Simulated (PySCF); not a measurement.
CH5GaO2, SMILES C[O][GaH][OH]. Geometry optimised at PBE0-D3(BJ)/def2-SVP. One conformer was computed; it need not be the lowest.

**Question.** Give the equilibrium geometry at PBE0-D3(BJ)/def2-SVP (PySCF confirms it by a frequency run) as bond lengths and angles, and its point group. (Estimate from the structure and the level; the computed values follow.)

**Answer.** This is not unique; one that fits is point group Cs.
Atoms: Ga1 H2 O3 H4 O5 C6 H7 H8 H9. Bonded distances (Å): Ga1–H2 1.549, Ga1–O3 1.784, Ga1–O5 1.772, O3–H4 0.962, O5–C6 1.400, C6–H7 1.105, C6–H8 1.105, C6–H9 1.105. Angles (°): H2–Ga1–O3 126.9, H2–Ga1–O5 120.4, O3–Ga1–O5 112.7, Ga1–O3–H4 114.9, Ga1–O5–C6 124.7, O5–C6–H7 110.2, O5–C6–H8 110.2, O5–C6–H9 113.3, H7–C6–H8 107.3, H7–C6–H9 107.8, H8–C6–H9 107.8.
Charge 0, spin multiplicity 1.
